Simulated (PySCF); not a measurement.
ClMoO2, neutral, multiplicity 2. Atoms are numbered in the order given.

```xyz
4

Mo     0.0000     0.0000     0.3174
O      0.0000    -1.4078     1.2646
O      0.0000     1.4078     1.2646
Cl     0.0000     0.0000    -1.9743
```
Charge 0, spin multiplicity 2.

Geometry optimised at PBE-D3(BJ)/def2-SVP. A frequency run showed that this geometry is not a minimum. The multiplicity is an assumed one; other spin states were not compared. The isomer is the one that the SMILES or the coordinates give; other isomers of the formula were not compared. The def2 effective core potentials stand for the cores of Mo; spin–orbit coupling is left out.

The numbers are results of r2SCAN/def2-TZVPD (PySCF), not measurements.

Mulliken values depend strongly on the basis, most of all with diffuse functions as here. ESP charges are fitted to the potential on shells at 1.4 to 2.0 van der Waals radii. Atomic charges (e):

```json
[
 {"atom": "Mo1", "ESP fit": "…", "Mulliken": "1.77", "Mulliken spin": "1.14"},
 {"atom": "O2", "ESP fit": "…", "Mulliken": "-0.69", "Mulliken spin": "-0.04"},
 {"atom": "O3", "ESP fit": "…", "Mulliken": "-0.69", "Mulliken spin": "-0.04"},
 {"atom": "Cl4", "ESP fit": "…", "Mulliken": "-0.39", "Mulliken spin": "-0.06"}
]
```

Question: What belongs in the gaps? (Estimate from the structure and the level; the computed values follow.)

Answer: 
- Mo1, ESP fit: 0.86
- O2, ESP fit: -0.34
- O3, ESP fit: -0.34
- Cl4, ESP fit: -0.17
